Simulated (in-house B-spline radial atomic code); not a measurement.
# Neutral thulium: [Xe] 4f13 6s2

All numbers are computed (Dirac-Kohn-Sham OLYP, spherical fractional occupations; Fermi nucleus of rms radius 5.2256 fm) with a B-spline radial code for spherical atoms, not measured.

Effective charges: Z_r = [3n² - l(l+1)]/(2<r>) from the radius, Z_e = n√(-2ε) from the energy, and Slater's rules. Values are occupation-weighted means over j. An effective charge above Z reflects the relativistic contraction of the inner shells.

| shell | electrons | ε (eV) | <r> (bohr) | Z_r | Z_e | Slater |
| --- | --- | --- | --- | --- | --- | --- |
| 1s | 2 | -59198 | 0.02002 | 74.94 | 65.96 | 68.70 |
| 2s | 2 | -9987.9 | 0.0843 | 71.17 | 54.19 | 64.85 |
| 2p | 6 | -8868.7 | 0.075 | 66.67 | 51.06 | 64.85 |
| 3s | 2 | -2245.3 | 0.2205 | 61.23 | 38.54 | 57.75 |
| 3p | 6 | -1902 | 0.2195 | 56.96 | 35.47 | 57.75 |
| 3d | 10 | -1455.5 | 0.1997 | 52.57 | 31.03 | 47.85 |
| 4s | 2 | -442.18 | 0.4976 | 48.23 | 22.80 | 41.25 |
| 4p | 6 | -328.37 | 0.5273 | 43.62 | 19.65 | 41.25 |
| 4d | 10 | -171.68 | 0.5714 | 36.75 | 14.21 | 29.85 |
| 5s | 2 | -53.4 | 1.23 | 30.50 | 9.91 | 12.20 |
| 5p | 6 | -27.246 | 1.465 | 24.91 | 7.08 | 12.20 |
| 6s | 2 | -3.5515 | 4.053 | 13.32 | 3.07 | 2.85 |
| 4f | 13 | -3.3067 | 0.8052 | 22.35 | 1.97 | 18.80 |

The least bound orbital is 4f7/2 at -2.789 eV, while the most diffuse is 6s1/2 (<r> = 4.053 bohr against 0.8153 bohr): energy order and size order differ.

Spin-orbit splittings of the orbital energies (j = l + 1/2 above j = l - 1/2 when positive): 2p 979.9 eV, 3p 207.1 eV, 3d 45.32 eV, 4p 46.79 eV, 4d 8.526 eV, 5p 5.757 eV, 4f 1.208 eV.

For the 1s electron the small component carries 6.68 % of the norm, the zero-frequency Breit interaction raises the level by 193.1 eV, self-energy by 118.1 eV, and vacuum polarisation lowers it by 20.73 eV.
